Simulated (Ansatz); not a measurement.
Input for Ansatz (a first-principles code): U-CCSD(T)/def2-SVP on CH6InN (SMILES C[NH][InH2]), a point of a bond scan (R = 1.362 Å). Elements past Kr take the def2 small-core potentials; no spin–orbit coupling. The run froze 11 orbitals, filled d shells among them.

Ansatz 0.2 input:
```yaml
crystal:
  periodic: [false, false, false]
  atoms:
    - {symbol: In, position_ang: [-0.03752919, 0.10487719, 0.63130161]}
    - {symbol: H, position_ang: [-1.34881149, 0.75491230, 1.52746469]}
    - {symbol: H, position_ang: [1.51703095, -0.44616652, 1.11044164]}
    - {symbol: N, position_ang: [-0.36976692, -0.04668679, -1.36186146]}
    - {symbol: C, position_ang: [0.52710559, -0.54983309, -2.38579940]}
    - {symbol: H, position_ang: [-1.56786865, 0.35848859, -1.86813303]}
    - {symbol: H, position_ang: [0.76606523, 0.20772366, -3.14278509]}
    - {symbol: H, position_ang: [0.11691729, -1.42177248, -2.91066943]}
    - {symbol: H, position_ang: [1.47071274, -0.86131651, -1.93352653]}
basis:
  gaussian:
    orbitals: def2-SVP
correlation: {method: ccsd_t, electrons: outside_noble_gas}
scf: {omitted_lower_state_checks: [cluster_reference]}
magnetization: {spin_polarized: true, initial_magnetization: 0}
```

It printed:

```
WARN ansatz: RAYON_NUM_THREADS=1 ignored (pool sized by the plan → 1); use --threads N
Functional definition: HF
these checks for a lower state are left out or cut short: cluster_reference
integrals: 0.14 GiB planned
940 factors; integrals over basis functions are off by at most 1.5e-3 eV
mean field: 0.34 GiB planned
mean field evaluation 1: about -7748.1127 eV, gradient 2.2e1 eV
mean field evaluation 2: about -7748.2107 eV, gradient 2.2e1 eV
mean field evaluation 4: about -7751.0232 eV, gradient 2.4e0 eV
mean field evaluation 8: about -7751.0714 eV, gradient 1.4e-1 eV
mean field -7751.07165249 eV, -284.8466293640 hartree, gradient 6.0e-6 eV, S^2 0.000000; 0 other end points of the search recorded, 0 dependent functions left out
11 core orbitals not correlated, not the lowest: weight in the atoms' cores, before any rotation towards them, 0.804 or more for the frozen orbitals, at most 0.191 for the correlated occupied ones
reference -7751.07165249 eV, -284.8466293640 hartree; 9, 9 occupied and 64, 64 virtual orbitals, 940 factors
second order -10.69652768 eV of doubles, -0.00000000 eV of singles
coupled cluster: 0.38 GiB planned
cycle   1  -11.25940519 eV  change   -5.6e-1 eV  update   1.0e-1
cycle   2  -11.65142990 eV  change   -3.9e-1 eV  update   3.5e-2
cycle   3  -11.79086353 eV  change   -1.4e-1 eV  update   2.5e-2
cycle   4  -11.79476201 eV  change   -3.9e-3 eV  update   9.3e-3
cycle   5  -11.79254926 eV  change    2.2e-3 eV  update   5.2e-3
cycle   6  -11.79189247 eV  change    6.6e-4 eV  update   1.6e-3
cycle   7  -11.79160263 eV  change    2.9e-4 eV  update   4.4e-4
cycle   8  -11.79167932 eV  change   -7.7e-5 eV  update   1.4e-4
cycle   9  -11.79166831 eV  change    1.1e-5 eV  update   3.9e-5
cycle  10  -11.79165112 eV  change    1.7e-5 eV  update   1.3e-5
perturbative correction -0.35754007 eV, -0.0131393551 hartree
Total energy: -7763.22084368 eV, -285.2931039051 hartree
Checks for a lower state left out: cluster_reference
```

Self-consistency was reached.

Cost: about 8 core-seconds (a rough figure).
